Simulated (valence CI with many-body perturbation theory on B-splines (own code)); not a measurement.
**I XXXI: M1 decay**

Level of theory: valence CI with perturbative core correlation (CI+MBPT): five valence electrons over a frozen Dirac-Fock core [Ar], a basis of 7 s, 7 p, 8 d, 6 f, 4 g, 1 h functions for each j, with the one-electron correlation potential Σ1 (screened to all orders), the two-electron term Σ2, the three-electron term Σ3, Breit, model QED; selected single and double excitations, second order for the rest, scaled by the run's own slope (own B-spline code, finite nucleus).

No measured spectrum was set against this ion. As an estimate, large intervals hold to a few tenths of a per cent, small ones and those within an open d or f shell to about a per cent. Only levels of the ground parity were solved; by the run's estimate the other parity begins above the list, which can be wrong where configurations are misplaced.

Lines 51 to 100 of 120 in falling wavelength, among levels below 632480 cm⁻¹, chosen from the decays that carry over 1 % of a level's rate. Wavelengths and rates use the calculated energies. Weak lines are less certain than strong ones. Lines between different terms over intervals too small for the method are left out, as are lines whose strength nearly cancels.

Levels are named by their leading jj configuration (3d3/2^4 stands for four electrons in 3d with j = 3/2), which in mixed levels can hold well under half, so a name can repeat and another be missing. Letters in brackets count levels of one name in rising energy.

| λ vac (nm) | Upper | Lower | Type | A (s⁻¹) | Branch % |
| --- | --- | --- | --- | --- | --- |
| 91.27 | (3d3/2 3d5/2^4) J=5/2 [a] | (3d3/2^2 3d5/2^3) J=7/2 [a] | M1 | 7.45e+03 | 9.2 |
| 88.90 | (3d3/2^2 3d5/2^3) J=7/2 [b] | (3d3/2^3 3d5/2^2) J=7/2 [b] | M1 | 8.19e+02 | 8.0 |
| 87.72 | (3d3/2^2 3d5/2^3) J=5/2 [b] | (3d3/2^3 3d5/2^2) J=5/2 | M1 | 2.11e+04 | 60.9 |
| 87.34 | (3d3/2^2 3d5/2^3) J=1/2 [b] | (3d3/2^3 3d5/2^2) J=3/2 [b] | M1 | 5.35e+02 | 1.2 |
| 87.07 | (3d3/2^2 3d5/2^3) J=9/2 [a] | (3d3/2^3 3d5/2^2) J=7/2 [a] | M1 | 6.52e+03 | 50.9 |
| 86.72 | (3d3/2^2 3d5/2^3) J=5/2 [c] | (3d3/2^3 3d5/2^2) J=7/2 [b] | M1 | 3.16e+03 | 7.0 |
| 85.85 | (3d3/2^2 3d5/2^3) J=13/2 | (3d3/2^3 3d5/2^2) J=11/2 | M1 | 2.55e+03 | 95.8 |
| 84.34 | (3d3/2^2 3d5/2^3) J=3/2 [a] | (3d3/2^3 3d5/2^2) J=3/2 [a] | M1 | 2.57e+04 | 44.4 |
| 79.10 | (3d3/2^2 3d5/2^3) J=3/2 [b] | (3d3/2^2 3d5/2^3) J=5/2 [a] | M1 | 5.69e+03 | 33.1 |
| 78.21 | (3d3/2^2 3d5/2^3) J=5/2 [a] | (3d3/2^4 3d5/2) J=5/2 [b] | M1 | 1.96e+04 | 54.1 |
| 78.11 | (3d3/2^2 3d5/2^3) J=9/2 [c] | (3d3/2^2 3d5/2^3) J=9/2 [a] | M1 | 4.08e+02 | 1.8 |
| 77.99 | (3d3/2 3d5/2^4) J=7/2 [a] | (3d3/2^2 3d5/2^3) J=9/2 [a] | M1 | 2.05e+04 | 35.2 |
| 77.93 | (3d3/2 3d5/2^4) J=11/2 | (3d3/2^2 3d5/2^3) J=13/2 | M1 | 7.99e+03 | 13.7 |
| 76.02 | (3d3/2 3d5/2^4) J=5/2 [a] | (3d3/2^2 3d5/2^3) J=5/2 [a] | M1 | 2.83e+04 | 34.8 |
| 74.53 | (3d3/2^2 3d5/2^3) J=5/2 [b] | (3d3/2^3 3d5/2^2) J=3/2 [a] | M1 | 3.26e+03 | 9.4 |
| 73.55 | (3d3/2^2 3d5/2^3) J=7/2 [c] | (3d3/2^2 3d5/2^3) J=5/2 [a] | M1 | 3.28e+03 | 10.3 |
| 72.64 | (3d3/2 3d5/2^4) J=11/2 | (3d3/2^2 3d5/2^3) J=9/2 [a] | M1 | 7.76e+03 | 13.4 |
| 72.03 | (3d3/2^2 3d5/2^3) J=5/2 [b] | (3d3/2^3 3d5/2^2) J=7/2 [a] | M1 | 6.02e+03 | 17.4 |
| 71.02 | (3d3/2 3d5/2^4) J=5/2 [a] | (3d3/2^3 3d5/2^2) J=7/2 [b] | M1 | 8.46e+03 | 10.4 |
| 70.27 | (3d3/2^2 3d5/2^3) J=9/2 [b] | (3d3/2^3 3d5/2^2) J=9/2 | M1 | 2.19e+04 | 52.7 |
| 70.05 | (3d3/2^3 3d5/2^2) J=7/2 [a] | (3d3/2^4 3d5/2) J=5/2 [a] | M1 | 4.46e+03 | 63.0 |
| 69.85 | (3d3/2^2 3d5/2^3) J=9/2 [c] | (3d3/2^2 3d5/2^3) J=11/2 | M1 | 2.87e+03 | 12.9 |
| 68.86 | (3d3/2^2 3d5/2^3) J=7/2 [c] | (3d3/2^3 3d5/2^2) J=7/2 [b] | M1 | 1.09e+04 | 34.4 |
| 68.14 | (3d3/2 3d5/2^4) J=7/2 [a] | (3d3/2^2 3d5/2^3) J=7/2 [a] | M1 | 1.53e+04 | 26.3 |
| 67.84 | (3d3/2^3 3d5/2^2) J=3/2 [a] | (3d3/2^4 3d5/2) J=5/2 [a] | M1 | 3.11e+04 | 95.6 |
| 66.73 | (3d3/2^2 3d5/2^3) J=7/2 [a] | (3d3/2^4 3d5/2) J=5/2 [b] | M1 | 2.00e+03 | 13.4 |
| 65.47 | (3d3/2^2 3d5/2^3) J=7/2 [b] | (3d3/2^3 3d5/2^2) J=5/2 | M1 | 3.09e+02 | 3.0 |
| 65.44 | (3d3/2 3d5/2^4) J=11/2 | (3d3/2^2 3d5/2^3) J=11/2 | M1 | 3.42e+04 | 58.8 |
| 64.71 | (3d3/2^2 3d5/2^3) J=7/2 [b] | (3d3/2^3 3d5/2^2) J=9/2 | M1 | 5.26e+03 | 51.7 |
| 64.28 | (3d3/2^2 3d5/2^3) J=5/2 [c] | (3d3/2^3 3d5/2^2) J=5/2 | M1 | 1.99e+03 | 4.4 |
| 63.44 | (3d3/2^2 3d5/2^3) J=9/2 [b] | (3d3/2^3 3d5/2^2) J=11/2 | M1 | 8.49e+03 | 20.4 |
| 62.95 | (3d3/2^3 3d5/2^2) J=3/2 [b] | (3d3/2^4 3d5/2) J=5/2 [b] | M1 | 1.59e+03 | 19.2 |
| 62.66 | (3d3/2 3d5/2^4) J=3/2 [a] | (3d3/2^2 3d5/2^3) J=1/2 [a] | M1 | 3.02e+04 | 35.8 |
| 60.48 | (3d3/2^2 3d5/2^3) J=9/2 [b] | (3d3/2^3 3d5/2^2) J=7/2 [a] | M1 | 7.33e+03 | 17.6 |
| 60.36 | (3d3/2^2 3d5/2^3) J=3/2 [b] | (3d3/2^3 3d5/2^2) J=1/2 | M1 | 2.15e+03 | 12.5 |
| 59.67 | (3d3/2^3 3d5/2^2) J=5/2 | (3d3/2^4 3d5/2) J=5/2 [a] | M1 | 3.08e+03 | 18.0 |
| 59.26 | (3d3/2 3d5/2^4) J=7/2 [a] | (3d3/2^2 3d5/2^3) J=5/2 [a] | M1 | 1.20e+03 | 2.1 |
| 56.90 | (3d3/2^2 3d5/2^3) J=5/2 [c] | (3d3/2^3 3d5/2^2) J=3/2 [a] | M1 | 3.97e+03 | 8.8 |
| 56.84 | (3d3/2^2 3d5/2^3) J=3/2 [b] | (3d3/2^3 3d5/2^2) J=5/2 | M1 | 6.44e+02 | 3.7 |
| 56.58 | (3d3/2^2 3d5/2^3) J=3/2 [a] | (3d3/2^4 3d5/2) J=5/2 [b] | M1 | 1.89e+04 | 32.7 |
| 56.32 | (3d3/2^2 3d5/2^3) J=7/2 [b] | (3d3/2^3 3d5/2^2) J=7/2 [a] | M1 | 3.09e+02 | 3.0 |
| 56.25 | (3d3/2^2 3d5/2^3) J=9/2 [c] | (3d3/2^3 3d5/2^2) J=7/2 [b] | M1 | 9.50e+03 | 42.8 |
| 56.18 | (3d3/2 3d5/2^4) J=7/2 [a] | (3d3/2^3 3d5/2^2) J=7/2 [b] | M1 | 3.97e+03 | 6.8 |
| 55.43 | (3d3/2^2 3d5/2^3) J=5/2 [c] | (3d3/2^3 3d5/2^2) J=7/2 [a] | M1 | 1.55e+04 | 34.1 |
| 55.23 | (3d3/2 3d5/2^4) J=5/2 [a] | (3d3/2^3 3d5/2^2) J=5/2 | M1 | 2.23e+04 | 27.4 |
| 54.13 | (3d3/2^2 3d5/2^3) J=1/2 [b] | (3d3/2^3 3d5/2^2) J=1/2 | M1 | 9.78e+03 | 22.3 |
| 53.92 | (3d3/2^2 3d5/2^3) J=7/2 [c] | (3d3/2^3 3d5/2^2) J=5/2 | M1 | 2.82e+03 | 8.8 |
| 53.40 | (3d3/2^2 3d5/2^3) J=7/2 [c] | (3d3/2^3 3d5/2^2) J=9/2 | M1 | 1.29e+04 | 40.5 |
| 51.98 | (3d3/2^2 3d5/2^3) J=5/2 [b] | (3d3/2^4 3d5/2) J=5/2 [b] | M1 | 1.45e+03 | 4.2 |
| 51.00 | (3d3/2^2 3d5/2^3) J=3/2 [b] | (3d3/2^3 3d5/2^2) J=3/2 [a] | M1 | 3.68e+03 | 21.4 |
